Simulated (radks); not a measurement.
The cadmium ion Cd2+, 46 electrons, occupied as [Kr] 4d10 (the NIST ground configuration).

Method: scalar-relativistic Kohn-Sham, Slater X-alpha with alpha = 0.858, spin-polarised, spherical densities, finite nucleus; Fermi nuclear charge, rms radius 4.6087 fm; computed with a radial shooting solver on a logarithmic mesh with Libxc functionals.

Energy parts (eV):
| part | energy |
|---|---|
| total | -153081.045 |
| kinetic | 159336.023 |
| electron-nucleus | -368633.106 |
| Hartree | 61302.790 |
| exchange | -5086.753 |

Orbitals (lengths in bohr, moments of r in powers of bohr; r(90%) holds 90 % of the orbital's charge):
| orbital | occ. | eigenvalue (eV) | r(90%) | <1/r> |
|---|---|---|---|---|
| 1s | 2 | -26631.86 | 0.0545 | 50.66 |
| 2s | 2 | -3988.657 | 0.203 | 11.55 |
| 2p | 6 | -3588.948 | 0.186 | 11.14 |
| 3s | 2 | -764.4082 | 0.525 | 4.080 |
| 3p | 6 | -632.4477 | 0.534 | 3.891 |
| 3d | 10 | -424.8485 | 0.524 | 3.669 |
| 4s | 2 | -128.7025 | 1.27 | 1.586 |
| 4p | 6 | -89.5622 | 1.40 | 1.432 |
| 4d | 10 | -33.2344 | 1.91 | 1.099 |

The highest occupied level is 4d at -33.234 eV. The electron density at the nucleus is 1.636e+05 e/bohr^3 (large components only). Summed over all electrons, <r^2> = 28.21 bohr^2, which gives a Langevin (diamagnetic) susceptibility term of -22.3 x 10^-6 cm^3/mol. For comparison, the ionisation energy in NIST's Atomic Spectra Database is 37.47 eV (measured). In exact Kohn-Sham theory the highest level is minus the ionisation energy, but local and semilocal functionals leave it too shallow, through self-interaction and a potential that decays too fast; potentials with the right tail come closer. The density falls to 0.001 e/bohr^3 at r = 3.14 bohr.
